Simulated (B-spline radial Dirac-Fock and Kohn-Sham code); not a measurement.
Z = 64 (gadolinium), transition energy 20 keV. These are calculated numbers from a radial finite-basis atomic code; the model is a Dirac-Hartree-Slater potential of the neutral atom with a Latter tail (no hole, which puts coefficients of high multipoles low close above an edge), finite nucleus with surface currents. The K shell is not open to conversion at this energy. Subshells that would emit electrons below 1 keV are left out.

Task: A pure transition shows α(L) = 841000, L1/L2 = 16.2 and L1/L3 = 0.160. What is its multipolarity?
A. E2
B. M1
C. E1
D. M3
E. M4
F. E3
G. E4
H. M2

Result: D. For comparison, α(L), L1/L2, L1/L3 are E1 3.40, 1.18, 0.775; E2 2660, 0.0104, 0.00756; E3 371000, 0.0144, 0.0106; E4 1.99e+07, 0.0122, 0.00881; M1 28.4, 10.6, 58.2; M2 4750, 16.2, 1.79; M4 6.96e+07, 13.9, 0.0466.
